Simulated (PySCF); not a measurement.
How the method changes the constants of GdO

State: nonet, about 7.1 electrons in the 4f shell (Mulliken). Set-up: Gd x2c-TZVPall, O x2c-TZVPall; spin-free X2C with a Gaussian nucleus (PySCF 2.14). De refers to Gd (4f7 5d1 6s2) + O in their high-spin ground configurations, without counterpoise correction. The functionals are run spin-unrestricted. A positive dipole means Gd(−)O(+).

```csv
Level,Re (Å),ωe (cm⁻¹),De (eV),μ (D),"CPU s a point (SCF and correlation, without the integrals)"
UHF,1.807,871,n/a,-4.81,8.2
UHF-MP2,1.811,865,n/a,n/a,17
UHF-SCS-MP2,1.811,882,n/a,n/a,n/a
LDA,1.785,858,9.46,-4.04,7.9
PBE,1.806,829,8.32,-4.04,18
r²SCAN,1.799,852,7.81,-4.16,12
PBE0,1.793,865,7.37,-4.33,15
r²SCAN0,1.792,872,7.05,-4.44,17
ωB97X,1.790,869,7.10,-4.42,52
```

The bond length runs from 1.785 Å (LDA) to 1.811 Å (UHF-MP2). De spans 7.05 eV (r²SCAN0, hybrid meta-GGA) to 9.46 eV (LDA, local density).

Correlated steps freeze 19 core orbitals. These are scalar-relativistic numbers at best; spin–orbit coupling would shift them, the dissociation energy most. The state is the lowest single determinant that the PBE0 search found; with open d or f shells the true ground state can be another one.

The whole job (state search and all levels along the bond) took about 13 min on 4 threads of Arm Neoverse V1 (shared host), peak memory 11 GiB.
